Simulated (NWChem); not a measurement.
Molecule: CH10OSi4; SMILES O[C@@H]1[SiH2][SiH2][Si@H]1[SiH3]

```xyz
16

O     -2.5631    -0.5001    -0.1147
C     -1.1818    -0.5585    -0.4180
Si    -0.1774    -2.2032    -0.1694
Si     1.7962    -0.9105    -0.0604
Si     0.0818     0.6213     0.5006
Si     0.1171     2.8765    -0.1506
H     -2.6544    -0.7232     0.8302
H     -1.0751    -0.3051    -1.4995
H     -0.4774    -2.7220     1.2167
H     -0.4068    -3.3187    -1.1585
H      2.8380    -1.2539     0.9658
H      2.4350    -0.6366    -1.3957
H     -0.1802     0.4980     1.9850
H      1.2042     3.6306     0.5702
H     -1.2036     3.5434     0.1342
H      0.3821     2.9491    -1.6319
```
Atoms are numbered in this order, from 1.

Results from NWChem. Pople sets run with spherical d functions. STO-3G and 3-21G are far too small for this property and stand as cheap habits. Geometry: optimised at PBE-D3(BJ)/def2-SVP. No frequency run checked for a minimum. Field at 589 nm.

Question: Order these by “anisotropy (bohr³)”, lowest first: B3LYP/STO-3G; B3LYP/def2-SVP; B3LYP/6-31G*.

Answer: B3LYP/STO-3G (29.6), B3LYP/def2-SVP (57.6), B3LYP/6-31G* (62.8)
